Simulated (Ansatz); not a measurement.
Isolated molecules relaxed with PBE0-D4/def2-TZVP in Ansatz; ΔE leaves out vibrations. CBS: MP2 limit from def2 TZ/QZ plus the TZ coupled-cluster correction, frozen cores. This one scheme is used for every species. Functionals use def2-TZVPP. One conformer a species, not always the lowest.

Consider the hydrogenolysis of the Si–Cl bond: `N[Si]([SiH3])(Cl)O[SiH3]` + H₂ → `N[SiH]([SiH3])O[SiH3]` + HCl.

`N[Si]([SiH3])(Cl)O[SiH3]`:

Z-matrix (Å, degrees):
```
Si
Si 1 2.333
Cl 1 2.064 2 108.4
N 1 1.705 2 117.2 3 -117.5
O 1 1.628 2 106.6 3 118.8
H 2 1.487 1 109.6 3 57.1
H 2 1.486 1 111.1 3 -63.8
H 2 1.490 1 109.5 3 175.9
H 4 1.006 1 120.8 2 95.9
H 4 1.007 1 121.7 2 -57.0
Si 5 1.647 1 138.9 2 171.0
H 11 1.484 5 110.7 1 42.6
H 11 1.485 5 109.8 1 -78.3
H 11 1.482 5 107.5 1 162.7
```

H₂:

Z-matrix (Å, degrees):
```
H
H 1 0.746
```

`N[SiH]([SiH3])O[SiH3]`:

Cartesian coordinates in Å:
```
N 0.138 0.070 1.957
Si -0.815 -0.135 0.555
Si -1.041 1.971 -0.446
O -0.202 -1.179 -0.563
Si 1.218 -1.728 -1.156
H 0.146 -0.598 2.711
H 0.930 0.689 1.991
H -2.103 -0.731 0.988
H -1.927 2.852 0.364
H -1.603 1.863 -1.819
H 0.297 2.624 -0.543
H 2.162 -0.599 -1.385
H 0.953 -2.413 -2.445
H 1.847 -2.686 -0.209
```

HCl:

```xyz
2

Cl    0.637    0.056    0.002
H    -0.637   -0.056   -0.002
```

```csv
level,ΔE (eV)
PBE-D4,0.99
PBE0-D4,0.98
```

Problem. What does CCSD(T)/CBS give? (An estimate is asked.)

Solution. Computed: +1.00 eV. The listed levels differ from it by -0.01, -0.02 eV.

Largest T1 diagnostic among the species: 0.012.

In def2-TZVPP, CCSD(T) changes the Hartree–Fock value by +0.11 eV (the triples alone add +0.04 eV) and MP2 by +0.22 eV. The D4 term adds +0.12 eV with B3LYP and +0.06 eV with PBE0; it sums over pairs of atoms, weighted by their polarisabilities, and B3LYP, whose exchange is more repulsive, gets the larger term.

B3LYP here is the variant with VWN-RPA as its local correlation; programs differ in this.
